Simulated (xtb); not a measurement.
H₃Ga, singlet, from a rough starting geometry (GFN-xTB shapes and energies of metal compounds can be far from the true ones).

Input for xtb:
```
$ xtb mol.xyz --gfn 2 --opt vtight --json

# file mol.xyz
4

Ga     0.04914504     0.03140056    -0.06723229
H      0.67377217    -0.47479361     1.37557755
H     -0.28891357     1.45171585    -0.27755598
H     -0.34647943    -1.09750935    -1.04323800
```

Question: Estimate the total energy at the end of the optimisation that GFN2-xTB in xtb returns for this input.

Answer: -2.6814 Eh

Question: Give the HOMO-LUMO gap at the level GFN2-xTB.

Answer: 5.69 eV

Question: What is the computed dipole moment (GFN2-xTB)?

Answer: 0.00 D
